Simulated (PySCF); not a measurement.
# How methods differ on the ionisation energy of Os

Os [Xe] 4f14 5d6 6s2 (5D) → Os⁺ [Xe] 4f14 5d6 6s1 (6D), as a difference of total energies. All numbers are calculated (PySCF 2.14, scalar relativity through the core potential, in cc-pVTZ-PP with ECP60MDF (5s5p4d2f1g, 63 functions)). Correlated levels: valence: 5s2 5p6 frozen. The calculations carry no spin-orbit coupling.

```tsv
method	ionisation energy (eV)
UHF	6.526
PBE0	8.053
BP86	8.509
MP2 (valence)	8.021
SCS-MP2 (valence)	8.244
```

Errors of the correlated levels include the incompleteness of this basis and the frozen core.

MP2 underrates the near-degeneracy of ns² with np² in the lower species.

Problem. Which method comes closest to the reference value, and which is furthest?

Solution. The reference is 8.473 eV (measured; NIST levels, between the centres of gravity of the two terms). Closest: BP86 (error 0.036 eV); furthest: UHF (error -1.947 eV).
